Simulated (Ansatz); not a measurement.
CClF2, SMILES Cl[C](F)F, multiplicity 2.

Geometry: PBE0-D3(BJ)/def2-TZVP. The isomer is the one that the SMILES or the coordinates give; other isomers of the formula were not compared.

Two levels are set side by side: PBE/def2-SVPD (Ansatz, a program for electronic structure) and ωB97X-V/def2-SVPD (Ansatz). Energy differences of separate SCF runs at the same geometry; the states with an electron removed or added have multiplicity 1 and 1. Differences are taken from unrounded values.

```
quantity                         ωB97X-V
-------------------------------  -------
vertical ionisation energy (eV)    10.17
vertical electron affinity (eV)     0.37
```

What does PBE give, and how far is it from ωB97X-V? (Estimate from the structure and the level; the computed values follow.)


```
quantity                          PBE  PBE minus ωB97X-V
-------------------------------  ----  -----------------
vertical ionisation energy (eV)  9.74              -0.43
vertical electron affinity (eV)  0.38               0.01
```
